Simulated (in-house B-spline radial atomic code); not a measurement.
Results of a calculation; reference values are marked as such.
# Ru in an electron gas of r_s = 2.4: phase shifts, screening, friction and resistivity

A nucleus sits in a uniform electron gas with a rigid positive background. The Kohn-Sham equations are solved self-consistently in the spin-unpolarised LDA (PW92), non-relativistic, on B-splines with outgoing waves at the boundary and partial waves to l = 8. The model has no lattice, no bands and no magnetic solution. Atomic units; δ_l are the phase shifts at the Fermi level, counted so that each bound state adds π, and good to about 0.0005.

The density parameter is r_s = 2.4 bohr, near that of the valence electrons of In (3 per atom, density 7.31 g/cm³, mass 114.82 u, which gives r_s = 2.41).

| l | δ_l (rad) |
| --- | --- |
| 0 | 12.1560 |
| 1 | 9.3942 |
| 2 | 5.7276 |
| 3 | 0.0141 |
| 4 | 0.0033 |
| 5 | 0.0002 |
| 6 | -0.0001 |
| 7 | -0.0003 |
| 8 | -0.0002 |

Bound levels below the band bottom (hartree): s -18.85, p -15.63, d -9.675, s -2.137, p -1.183 and deeper ones.

Task: Check the Friedel sum rule, and say where the screening charge sits.

Result: k_F = (9π/4)^(1/3)/r_s = 0.79965. The rule is Z = (2/π) Σ (2l + 1) δ_l. The terms are s 7.739, p 17.942, d 18.232, f 0.063 and 0.014 beyond, in all 43.989 against Z = 44. Bound states hold 8 s, 18 p, 10 d electrons, so the scattering states carry 7.99 in all; where a term is smaller than its bound count, the bound level has drawn weight out of the band.

Task: Find the transport cross section and the electronic stopping of a 5 keV Ru ion (mass 101.07 u).

Result: σ_tr = (4π/k_F²) Σ (l + 1) sin²(δ_l − δ_(l+1)). The terms for l = 0 to 3 are 0.1374, 0.5024, 0.8728, 0.0005, all together 1.5131, so σ_tr = 19.652 × 1.5131 = 29.737 bohr². With n = 3/(4π r_s³) = 0.01727, the friction coefficient is Q = n k_F σ_tr = 0.4106. For v well below v_F = 0.800, dE/dx = Q v; with 24801 eV per u at v = 1, v = √(5000/(24801 × 101.07)) = 0.0447, so dE/dx = 0.01834 hartree/bohr = 9.43 eV/nm. The largest term couples the d and f waves.

Task: What residual resistivity would 1 atomic per cent of such centres give in In?

Result: Δρ = k_F n_i σ_tr/n in atomic units of 21.74 μΩ·cm. With one host atom per 3 electrons, n_i/n = 0.01/3, so Δρ = 0.7996 × 0.00333 × 29.737 × 21.74 = 1.72 μΩ·cm. This is an atom added to the gas, as on an interstitial site.

Task: On a substitutional site the background of one host ion, a sphere holding 3 charges, is taken out. The phase shifts for l = 0 to 4 become 11.6582, 8.9414, 5.3000, -0.0625, -0.0132. What follows?

Result: The Friedel sum is now 40.99, for Z − 3 = 41. The sum in σ_tr is 2.5405, so σ_tr = 49.93 bohr² and Δρ = 2.89 μΩ·cm per atomic per cent, 1.68 times the value above. A real host ion scatters too, so this model doesn't give zero even for the host's own atom.
